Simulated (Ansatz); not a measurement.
Abridged output of a molecular run in Ansatz:

```
Functional definition: HF
1231 factors; integrals over basis functions are off by at most 1.3e-3 eV
mean field evaluation 1: about -64004.4907 eV, gradient 5.1e1 eV
mean field evaluation 2: about -64004.7108 eV, gradient 5.1e1 eV
mean field evaluation 4: about -64011.7437 eV, gradient 4.5e0 eV
mean field evaluation 8: about -64011.8582 eV, gradient 5.0e-1 eV
mean field -64011.85898289 eV, -2352.3924288247 hartree, gradient 3.0e-6 eV, S^2 0.000000; 0 other end points of the search recorded, 0 dependent functions left out
15 core orbitals not correlated: weight in the atoms' cores, before any rotation towards them, 1.000 or more for the frozen orbitals, at most 0.000 for the correlated occupied ones
reference -64011.85898289 eV, -2352.3924288247 hartree; 21, 21 occupied and 85, 85 virtual orbitals, 1231 factors
second order -28.41385913 eV of doubles, -0.00000000 eV of singles
cycle   1  -27.32883924 eV  change     1.1e0 eV  update   1.5e-1
cycle   2  -28.38004177 eV  change    -1.1e0 eV  update   4.6e-2
cycle   3  -28.58644020 eV  change   -2.1e-1 eV  update   2.1e-2
cycle   4  -28.59946067 eV  change   -1.3e-2 eV  update   6.4e-3
cycle   5  -28.61226838 eV  change   -1.3e-2 eV  update   2.7e-3
cycle   6  -28.61302908 eV  change   -7.6e-4 eV  update   5.3e-4
cycle   7  -28.61308103 eV  change   -5.2e-5 eV  update   2.1e-4
cycle   8  -28.61321867 eV  change   -1.4e-4 eV  update   5.5e-5
cycle   9  -28.61322503 eV  change   -6.4e-6 eV  update   2.3e-5
perturbative correction -1.23724069 eV, -0.0454677566 hartree
Total energy: -64041.70944860 eV, -2353.4894132064 hartree
```

Its atoms:

```xyz
8

N    -1.9093   -0.6488   -2.1137
C    -1.2072   -0.2472   -1.2959
Ge   -0.0651    0.4670    0.0507
C     1.7303    0.0689   -0.4455
N     2.8213   -0.1402   -0.7438
C    -0.4336   -0.4638    1.6711
N    -0.6631   -0.9984    2.6634
H    -0.2733    1.9625    0.2138
```

Question: Which basis set was used?
A. cc-pV(T+d)Z
B. def2-TZVPPD
C. def2-QZVPP
D. def2-SVP

Answer: D. It gives 121 functions.

Question: Write the keys of the input that set method, charge and spin (a neutral closed shell needs none for the last two).

Answer: 
```yaml
correlation: {method: ccsd_t}
```
